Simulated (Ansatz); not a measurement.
Isolated molecules relaxed with PBE0-D4/def2-TZVP in Ansatz; ΔE leaves out vibrations. CCSD(T)/CBS is the MP2 limit (def2-TZVPP, def2-QZVPP) plus CCSD(T) − MP2 in def2-TZVPP, frozen cores. DFT in def2-TZVPP. HSE06 is defined as in plane-wave codes. For Ge outer-core shells are correlated without core-valence functions, which leaves a few kJ/mol of doubt a bond. Scalar relativity is left out up to krypton. One conformer a species, not always the lowest.

Consider the redistribution: `[F][GeH]([SH])[Cl]` + `OC(O)[SiH3]` → `[OH][GeH]([F])[SH]` + `OC([SiH3])Cl`.

(1) Is it downhill or uphill in electronic energy at CCSD(T)/CBS, and by how much? (An estimate is asked.)

(2) What do these levels give: LDA (SPW92), r2SCAN-D4, CAM-B3LYP-D4, ωB97M-V, HSE06, BHLYP, HF/def2-SVP, MP2/def2-SVP, CCSD/def2-TZVPP, CCSD(T)/def2-TZVPP, MP2/def2-QZVPP, HF/CBS(def2)? (Estimate.)

Largest T1 diagnostic among the species: 0.012.

Results:

(1) The calculation gave: Uphill: ΔE = +17.7 kJ/mol.

(2) The calculation gave: LDA (SPW92) 26.0, r2SCAN-D4 21.6, CAM-B3LYP-D4 24.0, ωB97M-V 23.9, HSE06 26.4, BHLYP 25.9, HF/def2-SVP 46.3, MP2/def2-SVP 31.4, CCSD/def2-TZVPP 21.6, CCSD(T)/def2-TZVPP 19.8, MP2/def2-QZVPP 14.5, HF/CBS(def2) 26.7 kJ/mol.

In def2-TZVPP, CCSD(T) changes the Hartree–Fock value by −7.9 kJ/mol (the triples alone add −1.8 kJ/mol) and MP2 by −11.7 kJ/mol. At CCSD(T), def2-SVP lies +18.1 kJ/mol from the extrapolated value and def2-TZVPP +2.1 kJ/mol.
